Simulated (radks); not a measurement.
The fluorine ion F2+ inside a hard spherical wall (all orbitals vanish at R), configuration held at [He] 2s2 2p3 and not refilled when levels cross. Calculated with a radial shooting solver on a logarithmic mesh with Libxc functionals: scalar-relativistic Kohn-Sham, r2SCAN, spin-polarised, spherical densities, finite nucleus; open shells are filled with parallel spins first; meta-GGA in the generalised Kohn-Sham scheme; Fermi nuclear charge, rms radius 2.8976 fm. Eigenvalues in eV for spin up, with the zero of energy where the potential of the charges vanishes at infinity; a dash marks a level that is unbound or too diffuse for the functional's potential to be trusted. A positive occupied level is held by the wall or, in an anion where self-interaction has pushed it up, behind a barrier. The pressure on the wall is -dE/dV.

R (bohr)	E (hartree)	kinetic (hartree)	e(1s)	e(2s)	e(2p)	e(3s, empty)	e(3p, empty)	pressure (GPa)
free	-97.89363	97.898	-717.14	-72.900	-52.809	-	-	0
20	-97.89363	97.898	-717.14	-72.900	-52.809	-	-	< 0.0001
7	-97.89363	97.898	-717.14	-72.900	-52.809	-13.960	-10.273	< 0.0001
6	-97.89363	97.898	-717.14	-72.900	-52.809	-13.685	-9.740	< 0.0001
5	-97.89362	97.899	-717.13	-72.899	-52.808	-12.726	-8.266	0.00526
4	-97.89307	97.906	-717.10	-72.877	-52.783	-9.392	-4.040	0.291
3.5	-97.89037	97.935	-716.96	-72.794	-52.685	-5.195	0.695	2.18
3	-97.87521	98.069	-716.37	-72.437	-52.265	3.303	9.501	16.4
2	-97.36818	100.828	-706.62	-65.481	-44.671	67.187	67.445	1020
1.5	-95.15875	108.854	-684.29	-43.394	-23.559	194.10	172.39	9530
